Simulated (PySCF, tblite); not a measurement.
Isomers of C4H8BFO2. Calculated harmonic vibrations of the isolated species, GFN2-xTB (tblite), most abundant isotopes, no scaling. Errors from tens to a few hundred cm⁻¹ against measured bands are possible. Modes of hydrogen on boron can be 10 to 20 % off. One conformer each.

Electronic energies: PBE0-D3(BJ)/def2-SVP at its own geometries (PySCF, gas phase).

```
               SMILES  electronic energy, lowest = 0 (kJ/mol)
     C[C@@]1(CF)COBO1                                    30.0
 CC[C@@H]1OBO[C@@H]1F                                     0.0
OB(O)[C@@H]1CC[C@H]1F                                     4.4
```

Question: How do GFN2-xTB zero-point energies change the relative energies?

Answer: 
```
               SMILES  ZPE (kJ/mol)  of it from modes above 1550 cm⁻¹  electronic (kJ/mol)  with ZPE, lowest = 0 (kJ/mol)  lowest mode (cm⁻¹)  rings
 CC[C@@H]1OBO[C@@H]1F         325.7                             141.7                  0.0                            0.0                  77      1
OB(O)[C@@H]1CC[C@H]1F         326.1                             151.1                  4.4                            4.9                  17      1
     C[C@@]1(CF)COBO1         323.8                             141.7                 30.0                           28.0                  81      1
```

The zero-point energies span 2.3 kJ/mol, from `C[C@@]1(CF)COBO1` to `OB(O)[C@@H]1CC[C@H]1F`. The order is unchanged.

Question: And how do the electronic energies of GFN2-xTB itself compare?

Answer: `CC[C@@H]1OBO[C@@H]1F` 0.0; `OB(O)[C@@H]1CC[C@H]1F` 76.4; `C[C@@]1(CF)COBO1` 8.8 kJ/mol, lowest = 0. Against the energies above, taken from the same isomer `CC[C@@H]1OBO[C@@H]1F`, the largest difference is 72.0 kJ/mol. The two levels were optimised apart and needn't hold the same conformer.
